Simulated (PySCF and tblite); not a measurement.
Values are calculated unless marked as measured or tabulated.
C9H11F, numbered as in [CH:1]#[C:2][C:3]1=[CH:4][C@H:5]([F:6])[CH2:7][CH2:8][CH2:9][CH2:10]1.

Level: B3LYP-D3(BJ)/def2-SVP (IEF-PCM, water)//GFN2-xTB, thermal terms from GFN2-xTB, symmetry numbers and mirror pairs counted. Conformers within 3 kcal/mol (GFN2-xTB free energy) were kept, 7 at most. Codes: tblite and PySCF.

Rotational constants are equilibrium values for the commonest isotopes; dipoles come from the energy level named and are polarised by its solvent model.

The 7-ring runs over atoms 3–4–5–7–8–9–10.

| conformer | shape | symmetry |
| --- | --- | --- |
| 1 | 7-ring puckered (ring torsions 64, -79, 66, -67, 79, -63, 0°) | C1 |
| 2 | 7-ring puckered (ring torsions -62, 75, -66, 69, -80, 61, 2°) | C1 |
| 3 | 7-ring puckered (ring torsions 34, -83, 44, 45, -82, 31, 4°) | C1 |
| 4 | 7-ring puckered (ring torsions 55, -1, -74, 48, 42, -73, -3°) | C1 |

(1) Give the rotational constants and dipole components.

(2) Which type of transition is strongest for conformer 1?

## Answers

(1) 
| conformer | A (MHz) | B (MHz) | C (MHz) | abs μa (D) | abs μb (D) | abs μc (D) | κ | Ic−Ia−Ib (u Å²) |
| --- | --- | --- | --- | --- | --- | --- | --- | --- |
| 1 | 1897 | 1025 | 715 | 0.08 | 2.47 | 0.39 | -0.48 | -52.5 |
| 2 | 2243 | 995 | 816 | 0.33 | 0.74 | 1.75 | -0.75 | -114.3 |
| 3 | 1910 | 1030 | 714 | 0.05 | 2.60 | 0.31 | -0.47 | -46.8 |
| 4 | 1974 | 1032 | 760 | 0.38 | 2.20 | 0.77 | -0.55 | -80.7 |

(2) b-type, since that component is clearly the largest; the top is asymmetric (κ = -0.48).
